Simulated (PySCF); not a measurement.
Vertical excitations of a molecule C2H10ClNSi2 from TDA-PBE/def2-SVPD in PySCF, as energy in eV (oscillator strength): 5.03 (0.009), 5.11 (0.003), 5.32 (0.004), 5.68 (0.044), 5.88 (0.034), 6.05 (0.003). Lowest triplet (TDA): 4.85 eV. Coordinates come from a PBE0-D3(BJ)/def2-SVP optimisation. The values are those of a single conformer.

### Question
Which molecule gave these data?
A) C[C@H](N[SiH3])[SiH2]Cl
B) CC[Si@@H](N)[SiH2]Cl
C) C[Si@H](Cl)[C@H](N)[SiH3]
D) CN[Si@](C)([SiH3])Cl

### Answer
C, C[Si@H](Cl)[C@H](N)[SiH3]
